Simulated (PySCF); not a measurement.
F2OS, charge -1, doublet, geometry from GFN2-xTB (a state made from the parent by changing its charge; the spin is typed, not shown lowest); PySCF with CAMB3LYP/6-31G.

Here is a job for PySCF.
```python
from pyscf import gto, scf, dft

mol = gto.M(
    atom='''
O     1.302563   -0.091502   -0.179801
S    -0.137690    0.009672    0.019006
F    -0.341904    1.865449   -0.039626
F    -0.571149   -1.801309    0.165660
''',
    basis='6-31g',
    charge=-1,
    spin=1,
    verbose=4,
)

mf = dft.UKS(mol)
mf.xc = 'camb3lyp'
mf.DIIS = scf.EDIIS
mf.kernel()
```

What the program printed (banner, timings and long lists left out):

```
PySCF version 2.14.0

[INPUT] verbose = 4
[INPUT] num. atoms = 4
[INPUT] num. electrons = 43
[INPUT] charge = -1
[INPUT] spin (= nelec alpha-beta = 2S) = 1
[INPUT] symmetry False subgroup None
[INPUT] Mole.unit = angstrom
[INPUT] Symbol           X                Y                Z      unit          X                Y                Z       unit  Magmom
[INPUT]  1 O      1.302563000000  -0.091502000000  -0.179801000000 AA    2.461487329992  -0.172913719850  -0.339774646923 Bohr   0.0
[INPUT]  2 S     -0.137690000000   0.009672000000   0.019006000000 AA   -0.260196390091   0.018277431077   0.035916134723 Bohr   0.0
[INPUT]  3 F     -0.341904000000   1.865449000000  -0.039626000000 AA   -0.646104920893   3.525187709344  -0.074882287412 Bohr   0.0
[INPUT]  4 F     -0.571149000000  -1.801309000000   0.165660000000 AA   -1.079315186319  -3.403980675714   0.313052029795 Bohr   0.0

nuclear repulsion = 169.481208090302
number of shells = 22
number of NR pGTOs = 112
number of NR cGTOs = 40
basis = 6-31g
ecp = {}

******** <class 'pyscf.dft.uks.UKS'> ********
method = UKS
initial guess = minao
damping factor = 0
level_shift factor = 0
DIIS = <class 'pyscf.scf.diis.EDIIS'>
diis_start_cycle = 1
diis_space = 8
diis_damp = 0
SCF conv_tol = 1e-09
SCF conv_tol_grad = None
SCF max_cycles = 50
direct_scf = True
direct_scf_tol = 1e-13
number electrons alpha = 22  beta = 21
XC library pyscf.dft.libxc version 7.1.2
    S. Lehtola, C. Steigemann, M. J. T. Oliveira, and M. A. L. Marques,  SoftwareX 7, 1–5 (2018)
XC functionals = camb3lyp
    T. Yanai, D. P. Tew, and N. C. Handy,  Chem. Phys. Lett. 393, 51 (2004)
radial grids:
    Treutler-Ahlrichs [JCP 102, 346 (1995); DOI:10.1063/1.469408] (M4) radial grids

becke partition: Becke, JCP 88, 2547 (1988); DOI:10.1063/1.454033
pruning grids: <function nwchem_prune>
grids dens level: 3
symmetrized grids: False
atomic radii adjust function: <function treutler_atomic_radii_adjust>
small_rho_cutoff = 0
Set gradient conv threshold to 3.16228e-05
tot grids = 61488
init E= -673.087004097323

cycle= 1 E= -672.586676136098  delta_E=  0.5  |g|= 0.832  |ddm|= 1.69
cycle= 2 E= -672.406776607494  delta_E= 0.18  |g|= 1.11  |ddm|= 1.46
cycle= 3 E= -672.841194844775  delta_E= -0.434  |g|= 0.131  |ddm|= 0.928
cycle= 4 E= -672.841194825004  delta_E= 1.98e-08  |g|= 0.131  |ddm|= 1.54e-07
cycle= 5 E= -672.841194823193  delta_E= 1.81e-09  |g|= 0.131  |ddm|= 1.41e-08
cycle= 6 E= -672.841194823085  delta_E= 1.08e-10  |g|= 0.131  |ddm|= 8.38e-10
cycle= 7 E= -672.841194822408  delta_E= 6.77e-10  |g|= 0.131  |ddm|= 5.28e-09
cycle= 8 E= -672.841194824159  delta_E= -1.75e-09  |g|= 0.131  |ddm|= 1.36e-08
cycle= 9 E= -672.841194822564  delta_E= 1.6e-09  |g|= 0.131  |ddm|= 1.24e-08
cycle= 10 E= -672.800651719452  delta_E= 0.0405  |g|= 0.371  |ddm|= 0.177
cycle= 11 E= -672.826062144608  delta_E= -0.0254  |g|= 0.242  |ddm|= 0.413
cycle= 12 E= -672.840870941912  delta_E= -0.0148  |g|= 0.154  |ddm|= 0.222
cycle= 13 E= -672.843294608089  delta_E= -0.00242  |g|= 0.128  |ddm|= 0.0175
cycle= 14 E= -672.843294607526  delta_E= 5.63e-10  |g|= 0.128  |ddm|= 9.06e-09
cycle= 15 E= -672.843294620875  delta_E= -1.33e-08  |g|= 0.128  |ddm|= 1.04e-07
cycle= 16 E= -672.843294608659  delta_E= 1.22e-08  |g|= 0.128  |ddm|= 1.03e-07
cycle= 17 E= -672.84329460788  delta_E= 7.79e-10  |g|= 0.128  |ddm|= 1.39e-08
cycle= 18 E= -672.843294607879  delta_E= 1.14e-12  |g|= 0.128  |ddm|= 6.34e-12
cycle= 19 E= -672.83986023177  delta_E= 0.00343  |g|= 0.161  |ddm|= 0.167
cycle= 20 E= -672.842260265502  delta_E= -0.0024  |g|= 0.129  |ddm|= 0.174
cycle= 21 E= -672.848689986635  delta_E= -0.00643  |g|= 0.0133  |ddm|= 0.097
cycle= 22 E= -672.848689986602  delta_E= 3.23e-11  |g|= 0.0133  |ddm|= 2.36e-09
cycle= 23 E= -672.848689986305  delta_E= 2.97e-10  |g|= 0.0133  |ddm|= 2.47e-08
cycle= 24 E= -672.848689986796  delta_E= -4.91e-10  |g|= 0.0133  |ddm|= 3.82e-08
cycle= 25 E= -672.848689987  delta_E= -2.04e-10  |g|= 0.0133  |ddm|= 1.6e-08
cycle= 26 E= -672.848689986749  delta_E= 2.51e-10  |g|= 0.0133  |ddm|= 1.88e-08
cycle= 27 E= -672.844828120162  delta_E= 0.00386  |g|= 0.108  |ddm|= 0.0616
cycle= 28 E= -672.847004893802  delta_E= -0.00218  |g|= 0.0697  |ddm|= 0.0922
cycle= 29 E= -672.846648075066  delta_E= 0.000357  |g|= 0.0746  |ddm|= 0.0888
cycle= 30 E= -672.84861399204  delta_E= -0.00197  |g|= 0.0212  |ddm|= 0.0522
cycle= 31 E= -672.848613992068  delta_E= -2.84e-11  |g|= 0.0212  |ddm|= 2.97e-08
cycle= 32 E= -672.848613992024  delta_E= 4.46e-11  |g|= 0.0212  |ddm|= 1.82e-08
cycle= 33 E= -672.84861399222  delta_E= -1.97e-10  |g|= 0.0212  |ddm|= 1.09e-08
cycle= 34 E= -672.848613991928  delta_E= 2.92e-10  |g|= 0.0212  |ddm|= 1.4e-08
cycle= 35 E= -672.848613991981  delta_E= -5.25e-11  |g|= 0.0212  |ddm|= 1.17e-08
cycle= 36 E= -672.847710591658  delta_E= 0.000903  |g|= 0.0565  |ddm|= 0.0481
cycle= 37 E= -672.84822459593  delta_E= -0.000514  |g|= 0.0376  |ddm|= 0.0465
cycle= 38 E= -672.848591749939  delta_E= -0.000367  |g|= 0.0216  |ddm|= 0.0368
cycle= 39 E= -672.848674096224  delta_E= -8.23e-05  |g|= 0.0157  |ddm|= 0.00521
cycle= 40 E= -672.848674096134  delta_E= 9.05e-11  |g|= 0.0157  |ddm|= 1.39e-08
cycle= 41 E= -672.848674096028  delta_E= 1.06e-10  |g|= 0.0157  |ddm|= 2.78e-08
cycle= 42 E= -672.848674096802  delta_E= -7.74e-10  |g|= 0.0157  |ddm|= 4.79e-08
cycle= 43 E= -672.848674095012  delta_E= 1.79e-09  |g|= 0.0157  |ddm|= 1.15e-07
cycle= 44 E= -672.848674096069  delta_E= -1.06e-09  |g|= 0.0157  |ddm|= 6.68e-08
cycle= 45 E= -672.84862953094  delta_E= 4.46e-05  |g|= 0.02  |ddm|= 0.02
cycle= 46 E= -672.848653381177  delta_E= -2.39e-05  |g|= 0.0165  |ddm|= 0.0214
cycle= 47 E= -672.848758947971  delta_E= -0.000106  |g|= 0.00119  |ddm|= 0.0124
cycle= 48 E= -672.848758947861  delta_E= 1.09e-10  |g|= 0.00119  |ddm|= 9.43e-08
cycle= 49 E= -672.848758947818  delta_E= 4.3e-11  |g|= 0.00119  |ddm|= 4.48e-08
cycle= 50 E= -672.848758947897  delta_E= -7.89e-11  |g|= 0.00119  |ddm|= 6.91e-08
SCF not converged.
SCF energy = -672.848758947897 after 50 cycles  <S^2> = 0.75221532  2S+1 = 2.0022141
```

Convergence was not reached.
